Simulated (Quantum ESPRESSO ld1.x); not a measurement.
All-electron atom: the neon ion Ne+ in [He] 2s2 2p5 (the NIST ground configuration). Calculated with ld1.x of Quantum ESPRESSO 7.5: scalar-relativistic Kohn-Sham, LDA (Slater exchange, Perdew-Zunger correlation), spin-unpolarised, spherical densities, point nucleus.

Unscreened Slater integrals over Kohn-Sham orbitals (cm^-1). Empty in this configuration: 3s.

integral,value
"F0(2p,2p)",230740
"F2(2p,2p)",103190
"F0(2p,2s)",229370
"G1(2p,2s)",138100
"F0(2p,1s)",333370
"G1(2p,1s)",38676
"F0(2p,3s)",76037
"G1(2p,3s)",5231.5
"F0(2s,2s)",229970
"F0(2s,1s)",327600
"G0(2s,1s)",24443
"F0(2s,3s)",76058
"G0(2s,3s)",3955.5
"F0(1s,1s)",1303300
"F0(1s,3s)",82169
"G0(1s,3s)",1657.0
"F0(3s,3s)",56902

Derived for the open shells (J is the average intra-shell exchange parameter used in DFT+U). 2p: J = F2/5 = 20640 cm^-1.
